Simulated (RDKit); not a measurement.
Relaxed torsion scan: C₈H₁₀OSi, SMILES [SiH3]O/C=C\c1ccccc1. Scanned: dihedral Si1–O2–C3–C4 and dihedral C3–C4–C5–C6; all other coordinates were relaxed at GFN2-xTB. Points at φ and −φ are mirror images. Heavy atoms are numbered in the order of the SMILES [SiH3]O/C=C\c1ccccc1, hydrogens after them in the order of the atoms that carry them; the mirror image has the same energies with the sign of each dihedral reversed.

Method: MMFF94 // GFN2-xTB (RDKit).

Energy in kcal/mol above the lowest grid point; x is the dihedral Si1–O2–C3–C4 (°), y the dihedral C3–C4–C5–C6 (°).

```csv
y \ x,-150,-120,-90,-60,-30,0,30,60,90,120,150,180
180,2.3,5.8,9.2,13.8,23.3,29.1,23.3,13.8,9.2,5.8,2.3,0.9
150,1.5,4.5,6.7,9.1,11.3,15.9,20.4,23.2,13.5,6.3,2.1,0.3
120,1.6,4.5,6.5,7.9,8.7,10.8,12.6,13.8,12.3,5.5,1.9,0.4
90,1.9,4.7,7.6,8.7,9.0,8.7,8.9,8.6,7.6,4.8,2.0,0.7
60,1.5,5.2,12.2,14.2,13.2,11.0,8.6,7.6,6.1,4.3,1.3,0.0
30,1.9,6.2,13.5,24.1,22.2,17.7,12.7,9.4,6.7,4.4,1.4,0.2
0,2.3,5.9,9.4,14.9,25.5,29.2,25.5,14.9,9.4,5.9,2.3,0.9
-30,1.4,4.4,6.7,9.4,12.7,17.7,22.2,24.1,13.5,6.2,1.9,0.2
-60,1.3,4.3,6.1,7.6,8.6,11.0,13.2,14.2,12.2,5.2,1.5,0.0
-90,2.0,4.8,7.6,8.6,8.9,8.7,9.0,8.7,7.6,4.7,1.9,0.7
-120,1.9,5.5,12.3,13.8,12.6,10.8,8.7,7.9,6.5,4.5,1.6,0.4
-150,2.1,6.3,13.5,23.2,20.4,15.9,11.3,9.1,6.7,4.5,1.5,0.3
```

Points that lie below all their neighbours on the grid: x = 180, y = -60 (0.0 kcal/mol); x = 180, y = 60 (0.0 kcal/mol); x = 180, y = -150 (0.3 kcal/mol); x = 180, y = 150 (0.3 kcal/mol). The lowest path on the grid from the first to the second passes x = 180, y = 0 at 0.9 kcal/mol.

MMFF94 has few fitted parameters for silicon.
